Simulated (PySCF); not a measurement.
Basis and Hamiltonian dependence of the excitation energy of S+

S+ [Ne] 3s2 3p3 (4S) → S+ [Ne] 3s2 3p2 4s1 (4P). Calculated with PySCF 2.14 from differences of total energies of unrestricted determinants, without spin-orbit coupling. Values in eV.

```csv
basis,Hamiltonian,functions,UHF,MP2 (valence),CCSD(T) (valence)
dyall-av2z,non-relativistic,50,13.413,13.561,n/a
aug-cc-pV(T+d)Z,non-relativistic,55,13.413,13.692,13.620
"aug-cc-pV(T+d)Z with one added diffuse shell each of s, p, d, f type",non-relativistic,71,13.394,13.683,13.611
dyall-av3z,spin-free X2C,84,13.369,13.650,13.574
aug-cc-pVQZ-DK,spin-free X2C,84,13.363,13.679,13.602
"x2c-QZVPPall with one added diffuse shell each of s, p, d, f type",spin-free X2C,86,13.367,13.681,13.607
aug-cc-pV(Q+d)Z,non-relativistic,89,13.390,13.706,13.632
aug-cc-pCVQZ-DK,spin-free X2C,134,13.356,13.676,n/a
aug-cc-pV(5+d)Z,non-relativistic,136,13.387,13.719,n/a
```

Frozen in the all-electron rows: valence: [Ne].

Reference for a calculation without spin-orbit coupling: 13.639 eV (measured, between term centres; NIST).
